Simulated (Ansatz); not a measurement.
Ideal-gas functions of FGaH (`[F][GaH]`) radical at 298.15 K and 1 bar, from an Ansatz frequency run at PBE0-D4/def2-TZVP.

Molar mass 89.73 g/mol, point group Cs (symmetry number 1), electronic degeneracy 2, moments of inertia 2.102, 47.751, 49.852 u Å². Harmonic wavenumbers (cm⁻¹, unscaled): 524, 651, 1721.

Use S(trans) = R[1.5 ln M + 2.5 ln T − 1.1517]; rotational temperatures θ = 24.2544 K / I; S(rot) = R[ln(√π/σ · √(T³/θAθBθC)) + 1.5]; for each mode x = 1.438777 ν̃/T, S = R[x/(eˣ − 1) − ln(1 − e⁻ˣ)] and H = RT x/(eˣ − 1); 1 cm⁻¹ = 0.0119627 kJ/mol; R = 8.31446 J/(mol·K).

Question: By hand: the entropy, in J/(mol·K).

Answer: Translation 164.9. Rotation: θ = 11.5387, 0.5079, 0.4865 K, giving 83.9. Vibration, mode by mode: 2.51, 1.55, 0.02, in all 4.1. Electronic 5.8. Sum 258.7 J/(mol·K).

Question: By hand: H − E and G − E in kJ/mol, counted from the electronic energy.

Answer: Zero-point energy ½ × 2896 × 0.0119627 = 17.3; thermal vibration 0.9; translation, rotation and pV give 4 RT = 9.9. H − E = 28.1 kJ/mol, and G − E = 28.1 − 298.15 × 258.7/1000 = -49.0 kJ/mol.

Vibration gives 2 % of the entropy.
